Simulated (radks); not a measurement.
Eu29+, configuration [Ar] 3d10 4s2 4p4.

Calculated with a radial shooting solver on a logarithmic mesh with Libxc functionals: non-relativistic Kohn-Sham, r2SCAN, spin-polarised, spherical densities, point nucleus; open shells are filled with parallel spins first (spin-orbit coupling, left out, can overturn this in heavy ions); meta-GGA in the generalised Kohn-Sham scheme; relativity is left out, which matters for an element this heavy.

Energy parts (eV):
| part | energy |
|---|---|
| total | -272095.52 |
| kinetic | 272045.90 |
| electron-nucleus | -607965.43 |
| Hartree | 69135.68 |
| exchange-correlation | -5311.67 |

Orbitals (lengths in bohr, moments of r in powers of bohr):
| orbital | occ. | eigenvalue (eV) | <r^4> |
|---|---|---|---|
| 1s up | 1 | -46651.26 | 1.520e-06 |
| 1s down | 1 | -46649.21 | 1.520e-06 |
| 2s up | 1 | -8280.596 | 0.0002559 |
| 2s down | 1 | -8280.214 | 0.0002558 |
| 2p up | 3 | -7921.483 | 0.0001634 |
| 2p down | 3 | -7920.042 | 0.0001634 |
| 3s up | 1 | -2577.097 | 0.009027 |
| 3s down | 1 | -2575.974 | 0.008993 |
| 3p up | 3 | -2419.099 | 0.008219 |
| 3p down | 3 | -2417.432 | 0.008191 |
| 3d up | 5 | -2128.858 | 0.005829 |
| 3d down | 5 | -2127.127 | 0.005806 |
| 4s up | 1 | -1168.130 | 0.1406 |
| 4s down | 1 | -1159.048 | 0.1416 |
| 4p up | 3 | -1101.551 | 0.1450 |
| 4p down | 1 | -1092.601 | 0.1460 |

The highest occupied level is 4p down at -1092.6 eV. Virial ratio -V/T = 2.00018. Spin moment in Bohr magnetons: 2.
